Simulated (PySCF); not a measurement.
Species: C₅H₇ClSSi.
Atom-mapped SMILES: `[CH3:1][S:2][C:3]1=[CH:4][CH:5]=[C:6]([Cl:7])[SiH2:8]1`

Cartesian coordinates in Å at the GFN2-xTB level; atoms count from 1:
```xyz
15
C5H7ClSSi angstrom
C      2.7483   -0.0881    0.0331
S      1.6790   -0.1247   -1.4345
C      0.0978   -0.0485   -0.7083
C     -1.0363   -0.0937   -1.4403
C     -2.2775   -0.0061   -0.7081
C     -2.1573    0.1130    0.6249
Cl    -3.5062    0.2332    1.6859
Si    -0.3389    0.1266    1.1334
H      2.5485    0.8112    0.6066
H      2.5711   -0.9729    0.6365
H      3.7714   -0.0811   -0.3296
H     -1.0504   -0.1888   -2.5148
H     -3.2202   -0.0371   -1.2332
H      0.0640   -1.0333    1.9248
H      0.1024    1.3982    1.7017
```

Probes without a nucleus sit at each ring's centroid and 1 Å off its mean plane on both sides; NICS is minus the shielding there, NICSzz its component along the normal. Level: GIAO PBE0/pcSseg-1 (PySCF, non-relativistic, gas phase) on the GFN2-xTB geometry, one conformer.

Ring bond lengths (Å), with Mayer bond orders in brackets: C3–C4 1.351 (1.72), C4–C5 1.444 (1.13), C5–C6 1.344 (1.73), C6–Si8 1.888 (0.81), Si8–C3 1.901 (0.79).

Task: What do the NICS probes read (ppm)?

Result: 
```csv
ring,type,NICS(0),"NICS(1), two faces","NICS(1)zz, two faces",rms pucker (Å),"centre to ring atoms, mean (Å)"
C3–C4–C5–C6–Si8,"5-membered ring with Si; formal bonds 2 double, 3 single",0.6,-1.2 / -1.2,4.4 / 4.3,0.00,1.34
```

Task: What do they say, and how far can they be read as aromaticity?

Result: 
- C3–C4–C5–C6–Si8: mean NICS(1)zz 4.4 ppm, deshielded. Si8 has four or more neighbours; no verdict on aromaticity is drawn.

Task: List the ring angles and the Hirshfeld charges of the ring atoms.

Result: 
- C3–C4–C5–C6–Si8: C3 109.6° (-0.113 e), C4 116.4° (-0.069 e), C5 115.6° (-0.054 e), C6 110.7° (-0.095 e), Si8 87.7° (+0.332 e); sum 540.0° against 540° for a flat convex ring.

Task: How shielded are the nuclei of the rings and their hydrogens (means over atoms taken as equivalent)?

Result: 
```tsv
atoms	environment	σ isotropic (ppm)	principal values of the symmetric part, first atom (ppm)
C3	fully substituted alkene carbon	32.9	-48.3, 20.3, 126.7
C4	alkene CH carbon	49.0	-54.3, 62.0, 139.2
C5	alkene CH carbon	33.5	-78.1, 51.9, 126.7
C6	vinylic C–Cl carbon	46.4	-41.9, 62.2, 118.8
Si8	SiH2 silicon	403.7	364.9, 392.4, 453.7
H12	vinylic hydrogen	25.18	23.2, 23.3, 29.1
H13	vinylic hydrogen	24.80	22.1, 23.5, 28.7
H14 (×2)	Si–H hydrogen	27.14	23.0, 26.6, 31.8
```
